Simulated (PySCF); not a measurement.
Bromine monochloride, BrCl, SMILES ClBr, point group C∞v.

Force field and properties: PBE0/pcSseg-2 (PySCF, grid level 2). Vibrational terms come from second-order perturbation theory with semi-diagonal cubic constants, by steps of ±0.6 along the normal coordinates of each isotopologue. The parent has the commonest isotopes.

Equilibrium geometry (Å):

```
atom        x        y        z
 Cl1   1.0733  -0.0113  -0.0117
 Br2  -1.0623   0.0164  -0.0449
```

**Question.** How much do zero-point and thermal motion change the parent's shieldings?

**Answer.** 
| atom | σe (ppm) | anharmonic part, 0 K | harmonic part, 0 K | Δσ at 0 K | Δσ at 100 K | Δσ at 400 K |
| --- | --- | --- | --- | --- | --- | --- |
| Cl1 | 880.99 | -5.71 | -3.19 | -8.90 | -9.64 | -15.99 |
| Br2 | 1350.41 | -19.02 | -10.46 | -29.48 | -31.92 | -52.98 |

**Question.** And the bond lengths, in the parent and with ⁸¹Br at 2?

**Answer.** 
| bond | re (Å) | ⟨r⟩ at 0 K | between mean positions | ⟨r⟩, labelled |
| --- | --- | --- | --- | --- |
| Cl1–Br2 | 2.1360 | 2.1395 | 2.1395 | 2.1395 |

Spin–orbit effects of the heavy atoms on shieldings are missing.

The study (25 SCF points, 106 basis functions) took 65 s on 1 thread of Arm Neoverse V1, on a host shared with other jobs (rough), peak memory 0.52 GiB, launched as `OMP_NUM_THREADS=1 python ens_run.py task.json out`.
